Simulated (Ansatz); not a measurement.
C$_{4}$H$_{6}$O$_{4}$Zn, singlet, geometry from GFN2-xTB (such geometries of metal compounds can be far from the true shape); Ansatz (a program for electronic structure) with PBE0/STO-3G.

The Ansatz input:
Ansatz 0.2 input:
```yaml
crystal:
  periodic: [false, false, false]
  atoms:
    - {symbol: Zn, position_ang: [-0.00213218, -0.00048230, -0.00043732]}
    - {symbol: C, position_ang: [0.08934617, 2.30448338, -2.97259434]}
    - {symbol: C, position_ang: [0.06009732, 1.38124227, -1.78941451]}
    - {symbol: O, position_ang: [-0.46857821, 0.24796281, -1.88649319]}
    - {symbol: O, position_ang: [0.55172751, 1.74434914, -0.69403404]}
    - {symbol: H, position_ang: [0.96313590, 2.94601111, -2.91637612]}
    - {symbol: H, position_ang: [0.08149978, 1.72611245, -3.89097181]}
    - {symbol: H, position_ang: [-0.80395332, 2.92537882, -2.93898522]}
    - {symbol: C, position_ang: [-0.08766604, -2.30410334, 2.97293894]}
    - {symbol: C, position_ang: [-0.05001408, -1.37896146, 1.79148265]}
    - {symbol: O, position_ang: [-0.99391024, -0.57877535, 1.58652740]}
    - {symbol: O, position_ang: [0.91903789, -1.41166436, 0.99569749]}
    - {symbol: H, position_ang: [0.92365326, -2.51922243, 3.30336872]}
    - {symbol: H, position_ang: [-0.67811424, -1.86106568, 3.76860234]}
    - {symbol: H, position_ang: [-0.55905197, -3.23368843, 2.65942406]}
basis:
  gaussian:
    orbitals: STO-3G
hamiltonian:
  xc: pbe0
output: {forces: true}
```

### Question
What does Ansatz print? Leave out banner, timings and long lists.

### Answer

```
Functional definition: PBE0
834 factors; integrals over basis functions are off by at most 2.3e-4 eV
mean field evaluation 1: about -59249.5185 eV, gradient 2.4e2 eV
mean field evaluation 2: about -59860.3940 eV, gradient 1.1e2 eV
mean field evaluation 4: about -58860.4167 eV, gradient 4.1e2 eV
mean field evaluation 8: about -59921.7277 eV, gradient 1.6e2 eV
mean field evaluation 16: about -60105.8680 eV, gradient 9.3e-2 eV
mean field -60105.86798352 eV, -2208.8499071738 hartree, gradient 7.1e-6 eV, S^2 0.000000; 0 other end points of the search recorded, 0 dependent functions left out
the calculation of the forces begins
reference -60105.86800686 eV, -2208.8499080314 hartree; 46, 46 occupied and 18, 18 virtual orbitals, 834 factors
Total energy: -60105.86800686 eV, -2208.8499080314 hartree
Atom 0 at    -0.002132    -0.000482    -0.000437 Å, force    -0.040894    -0.009254    -0.008389 eV/Å
Atom 1 at     0.089346     2.304483    -2.972594 Å, force    -0.138296     0.624623    -0.638570 eV/Å
Atom 2 at     0.060097     1.381242    -1.789415 Å, force     0.231165     2.977943    -3.965926 eV/Å
Atom 3 at    -0.468578     0.247963    -1.886493 Å, force    -1.705611    -4.664525     1.095926 eV/Å
Atom 4 at     0.551728     1.744349    -0.694034 Å, force     1.521421     0.064314     4.870855 eV/Å
Atom 5 at     0.963136     2.946011    -2.916376 Å, force     0.371043     0.293680    -0.133512 eV/Å
Atom 6 at     0.081500     1.726112    -3.890972 Å, force     0.062442    -0.129105    -0.466522 eV/Å
Atom 7 at    -0.803953     2.925379    -2.938985 Å, force    -0.337556     0.373736    -0.169154 eV/Å
Atom 8 at    -0.087666    -2.304103     2.972939 Å, force    -0.095843    -0.677587     0.590549 eV/Å
Atom 9 at    -0.050014    -1.378961     1.791483 Å, force    -0.064076    -2.940147     4.000198 eV/Å
Atom 10 at    -0.993910    -0.578775     1.586527 Å, force    -2.933718     3.615120    -2.047478 eV/Å
Atom 11 at     0.919038    -1.411664     0.995697 Å, force     3.116212     0.984711    -3.919650 eV/Å
Atom 12 at     0.923653    -2.519222     3.303369 Å, force     0.379188    -0.123975     0.287391 eV/Å
Atom 13 at    -0.678114    -1.861066     3.768602 Å, force    -0.176690     0.103262     0.443090 eV/Å
Atom 14 at    -0.559052    -3.233688     2.659424 Å, force    -0.188788    -0.492795     0.061194 eV/Å
Dipole moment:    -0.009042    -0.002045    -0.001855 e Å
```
